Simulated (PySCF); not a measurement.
## Peak assignment

Geometry (Å), atoms numbered from 1 in this order:
```xyz
24

C    -1.660    0.735    1.221
C    -0.963   -0.083    0.129
C    -1.549   -1.499    0.107
C    -1.223    0.585   -1.222
C     0.530   -0.154    0.462
C     1.459   -0.941   -0.490
C     2.707   -0.038   -0.429
Si    1.699    1.368    0.381
H    -2.728    0.809    1.022
H    -1.527    0.269    2.195
H    -1.245    1.740    1.263
H    -1.081   -2.095   -0.672
H    -2.620   -1.466   -0.086
H    -1.388   -1.996    1.061
H    -0.754    0.031   -2.032
H    -0.836    1.600   -1.229
H    -2.292    0.625   -1.420
H     0.608   -0.600    1.460
H     1.643   -1.968   -0.173
H     1.059   -0.969   -1.501
H     3.164    0.145   -1.399
H     3.476   -0.455    0.217
H     2.166    1.907    1.659
H     1.344    2.469   -0.515
```

PySCF calculation with coordinates at the GFN2-xTB level and GIAO PBE0/pcSseg-1 shieldings; one averaged value for each set of equivalent atoms, one computed conformer, isolated molecule, no relativistic terms.

Referencing at the same level of theory: ¹³C (σ = 186.93 ppm) and ¹H (σ = 31.72 ppm) vs TMS.

Task: Assign these signals to the numbered atoms. ¹³C{¹H} NMR (computed): δ 45.0 (CH), 33.4 (C), 30.0 (CH3), 25.1 (CH2), 3.6 (CH2).

Result: 
| δ (ppm) | atoms | environment | reason |
| --- | --- | --- | --- |
| 45.0 | C5 | sp3 CH bonded to Si | – |
| 33.4 | C2 | quaternary sp3 carbon | a saturated carbon with 4 carbon neighbours and no heteroatom attached |
| 30.0 | C1/C3/C4 | methyl carbon | aliphatic region, no heteroatom directly attached |
| 25.1 | C6 | sp3 CH2 in a ring | a saturated carbon with 2 carbon neighbours and no heteroatom attached |
| 3.6 | C7 | sp3 CH2 bonded to Si | an electropositive neighbour leaves it electron-rich and shielded |

Task: Assign these signals to the numbered atoms. ¹H NMR (400 MHz, computed): δ 4.80 (m, 1H), 4.69 (m, 1H), 2.31 (m, 1H), 2.21 (m, 1H), 2.07 (m, 1H), 1.38 (m, 1H), 1.11 (m, 1H), 0.90 (s, 9H).

Result: 
| δ (ppm) | atoms | environment | reason |
| --- | --- | --- | --- |
| 4.80 | H24 | hydrogen on a silicon bonded to 2 C, in a 4-membered ring | – |
| 4.69 | H23 | hydrogen on a silicon bonded to 2 C, in a 4-membered ring | – |
| 2.31 | H19 | hydrogen on an sp3 CH2 in a ring | – |
| 2.21 | H20 | hydrogen on an sp3 CH2 in a ring | – |
| 2.07 | H18 | hydrogen on an sp3 CH bonded to Si | – |
| 1.38 | H22 | hydrogen on an sp3 CH2 bonded to Si | – |
| 1.11 | H21 | hydrogen on an sp3 CH2 bonded to Si | – |
| 0.90 | H9/H10/H11/H12/H13/H14/H15/H16/H17 | hydrogen on a methyl carbon | far from electronegative atoms and π systems |

H24 and H23; H19 and H20 lie closer than the usual error of such a calculation, so a measured spectrum could show them in the other order.

Shifts are as computed. Against solution values, carbons near 30 ppm lie about +3 ppm off and those near 130 ppm about +5 ppm. Of 1211 compounds with measured shifts, 218 miss one by over three times the rms of a fit or turn the order of signals round; such compounds aren't used in these exercises. Multiplicities follow the n + 1 count of equivalent neighbours, as no J values were calculated; m marks all less simple cases, F and P coupling included.
